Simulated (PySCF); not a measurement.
Sn(F)3(vinyl) (C2H3F3Sn), SMILES [CH](=C)[Sn]([F])([F])[F]. Heavy atoms are numbered as in [CH2:1]=[CH:2][Sn:3]([F:4])([F:5])[F:6]. Hydrogens are named by the atom that carries them.

Geometry: r2SCAN-D4/def2-SVP. The structure was generated by enumeration; whether it is a known compound was not checked. The def2 effective core potentials stand for the cores of Sn; spin–orbit coupling is left out. One conformer was computed; it need not be the lowest.

Computed with PySCF with B3LYP/def2-TZVP.

ESP charges are fitted to the potential on shells at 1.4 to 2.0 van der Waals radii. Atomic charges (e), one atom of each kind:

```csv
atom,Löwdin,Mulliken,ESP fit
C1 (CH2),-0.17,[?],-0.19
C2 (CH),-0.34,[?],-0.46
Sn3,0.82,[?],1.23
F4,-0.25,-0.48,-0.39
H on C1,0.14,0.17,0.16
H on C2,0.15,0.15,0.24
```

**Question.** Some entries are withheld; supply them. (The exact figures need the calculation; the answer reports its results.)

**Answer.** 
- C1 (CH2), Mulliken: -0.22
- C2 (CH), Mulliken: -0.37
- Sn3, Mulliken: 1.54
